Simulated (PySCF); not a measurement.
Task: Write Cartesian coordinates for InChI=1S/C2H5B2N/c1-2-4-5-3/h1,4-5H,3H2 as optimised with PBE0-D3(BJ)/def2-SVP.

Result: 
```
atom  x, y, z in Å
B1     2.1220    0.5867    0.0229
N2     0.8641    0.0432    0.3878
B3    -0.3536    0.1874   -0.3354
C4    -1.6428   -0.4528    0.1786
C5    -2.6712   -0.9629    0.5866
H6     3.0788    0.3873    0.7339
H7     2.2063    1.2364   -0.9902
H8     0.8211   -0.4997    1.2459
H9    -0.3484    0.8235   -1.3599
H10   -3.5839   -1.4098    0.9389
```

Any rigid rotation of these coordinates is as good. Atoms count from 1 in this order. B1 (three-coordinate boron) is planar (angles 121.8°, 119.2° and 119.0°, sum 360.0°, 0.00 Å off the plane of its three neighbours). N2 (boron-bound nitrogen) is planar (angles 126.1°, 117.4° and 116.5°, sum 360.0°, 0.00 Å off the plane of its three neighbours). The 5 heavy atoms lie in one plane (0.001 Å rms). B3 (three-coordinate boron) is planar (angles 120.7°, 120.5° and 118.8°, sum 360.0°, 0.00 Å off the plane of its three neighbours).

Bonds between heavy atoms (Å): B1–N2 1.418, N2–B3 1.424, B3–C4 1.528, C4≡C5 1.218.

Computed, not measured: PBE0-D3(BJ)/def2-SVP geometry optimisation, gas phase in PySCF.

Point group: Cs (tolerance 0.08 Å). PBE0-D3(BJ)/def2-SVP frequencies: not computed here. One conformer, not necessarily the lowest (B1–N2–B3–C4 180°).
